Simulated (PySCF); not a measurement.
# A thermochemical cycle for SnHg

r²SCAN in PySCF with def2-SVP on every atom (core potentials on Sn, Hg), for the lowest determinant that a PBE0 search found; no spin–orbit coupling. SnHg, a triplet (π ↑↑), has De = 0.49 eV to neutral atoms, and SnHg⁺, a doublet (π ↑), has De = 1.02 eV to Sn⁺ + Hg.

The adiabatic ionisation energy of SnHg, between the minima, is 6.88 eV.

Which ionisation energy of the Sn atom does this level give?

IE(Sn) = IE(molecule) + De(ion) − De(neutral) = 6.88 + 1.02 − 0.49 = 7.41 eV; the measured value is 7.344 eV (NIST ASD).

Weak bonds: SnHg. Basis-set superposition, not corrected here, can be much of De in a small basis, most of all at correlated wavefunction levels. Spin–orbit coupling is left out, which matters for elements this heavy, above all for dissociation energies. For an ion De counts to the pair picked by the measured ionisation energies or electron affinities, which need not be the lowest pair at this level. States were picked by a PBE0 search and need not be the measured ground states.
